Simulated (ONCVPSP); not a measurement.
**N: one change to an ONCV potential, before and after**

| Item | Value |
| --- | --- |
| Element | nitrogen (N) |
| Generator | ONCVPSP 4.0.1 |
| Type | optimised norm-conserving Vanderbilt (ONCV) |
| Functional | PW91 |
| Relativity | scalar-relativistic |
| Frozen core | [He] |
| Valence charge | 5 |
| Reference configuration | 2s1 2p4 |
| Partial waves | 2s: rc 1.15 bohr, ncon 4, nbas 7, qcut 5.3 1/bohr, local; 2p: rc 2.60 bohr, ncon 4, nbas 7, qcut 5.4 1/bohr, 3 projectors, debl 3.7 Ha |
| Local potential | the s channel |
| Core correction | polynomial model core, fcfact 0.35 |

Change: s: qcut 3.6; p: qcut 3.7.

Cutoffs: the cutoffs (Ha) at which the residual kinetic energy of the hardest occupied pseudo-wave falls to 1 and 0.1 mHa per electron; they do not see the model core or the augmentation charge, which bear on the density cutoff. Errors are all-electron minus pseudo energies relative to the spin-unpolarised reference configuration.

Task: What does the change do?

Result: The potential gets harder (65 Ha and 90 Ha → 77 Ha and 95 Ha); a bound ghost appears in p, which as a rule spoils a file; of the 4 tests that both files solve, the error grows in 3 and shrinks in 0 by more than 15 % and 0.3 meV (median size 251.7 → 327.9 meV).

```tsv
quantity	base	changed
cutoff, loose	65 Ha	77 Ha
cutoff, tight	90 Ha	95 Ha
loose cutoff by channel	s 65 Ha, p 10 Ha	s 77 Ha, p 12 Ha
bound ghosts	none	p
GHOST(+) flags under 300 eV	none	p at 207.2 eV
error for 2s2 2p3, meV [ΔE -11.48 eV]	-60	-161
error for 2s2 2p2, meV [ΔE 2.19 eV]	+381	+365
error for 2s2 2p1, meV [ΔE 31.14 eV]	+1948	+2427
error for 2s1 2p3, meV [ΔE 13.94 eV]	+122	-291
s: phases at 1.16 bohr within 0.05 rad from the reference energy up to (Ha; the scan ends near 5)	3.2	2.7
p: phases at 2.64 bohr within 0.05 rad from the reference energy up to (Ha; the scan ends near 5)	0.2	-0.2
rms error of d²Exc/dni dnj with the model core, mHa	1.37	2.28
```

Changed file: These tests converged, but a pseudo level misses the all-electron one widely, so the file describes the atom poorly there or has found another state: 2s2 2p1: 2p by 3.7 eV. A true bound ghost makes a file unfit for plane-wave use even where its test errors are small: the radial tests pick states by their node count and pass the ghost by.
